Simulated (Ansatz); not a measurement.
Gas-phase electronic energies from Ansatz, PBE0-D4/def2-TZVP geometries. CCSD(T)/CBS is the MP2 limit (def2-TZVPP, def2-QZVPP) plus CCSD(T) − MP2 in def2-TZVPP, frozen cores. This one scheme is used for every species. Functionals use def2-TZVPP. For Zn outer-core shells are correlated without core-valence functions, which leaves a few kJ/mol of doubt a bond. Scalar relativity is left out up to krypton.

Consider the ligand exchange at a Zn–S bond: `C[S][ZnH]` + CH₃NH₂ → `C[NH][ZnH]` + CH₃SH.

```json
{"species": "`C[S][ZnH]`", "RPA@PBE/def2-TZVPP energy (Eh)": "-2216.76779"}
{"species": "CH₃NH₂", "RPA@PBE/def2-TZVPP energy (Eh)": "-95.91371"}
{"species": "`C[NH][ZnH]`", "RPA@PBE/def2-TZVPP energy (Eh)": "-1874.29442"}
{"species": "CH₃SH", "RPA@PBE/def2-TZVPP energy (Eh)": "-438.36377"}
```

Question: Work out ΔE.

Answer: ΔE = (-1874.29442) + (-438.36377) − (-2216.76779) − (-95.91371) = 0.02331 Eh = +61.2 kJ/mol. CCSD(T)/CBS gives +73.1 kJ/mol.

Largest T1 diagnostic among the species: 0.015.

From r2SCAN to r2SCAN0 (25 % exact exchange), in def2-TZVPP and without D4, ΔE moves by +4.1 kJ/mol. In def2-TZVPP, CCSD(T) changes the Hartree–Fock value by −16.8 kJ/mol (the triples alone add −1.0 kJ/mol) and MP2 by −17.7 kJ/mol.
